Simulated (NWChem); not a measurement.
## Atomisation of SeSn

```
Sn
Se 1 2.3380
```
Charge 0, spin multiplicity 1.

The numbers come from NWChem runs, not from measurements. The geometry was optimised at PBE0/def2-SVP with def2 effective core potentials on Sn, a minimum by its harmonic frequencies.

Basis set: def2-TZVP. The atomisation energy is electronic alone: no zero-point, thermal, spin-orbit or counterpoise terms. No value is extrapolated to the basis-set limit. Free atoms are single determinants with multiplicities Sn 3, Se 3. Correlated methods freeze the same cores in atoms and molecule, 13 orbitals in all.

Effective core potentials replace the inner electrons of Sn; spin-orbit coupling is left out. B3LYP has NWChem's definition, with VWN1-RPA local correlation. The structure started from a generated list of species. No SCF solution was tested for a lower state. Open-shell Hartree-Fock references start from PBE0 orbitals. No row is a measurement; the coupled-cluster row has its own basis-set and correlation limits.

Problem. Order these methods by the atomisation energy they give, lowest first: B3LYP, MP2, M06-2X, CCSD(T), PBE.

Solution. M06-2X (93.1 kcal/mol), CCSD(T) (104.0 kcal/mol), B3LYP (106.4 kcal/mol), MP2 (108.0 kcal/mol), PBE (113.7 kcal/mol)
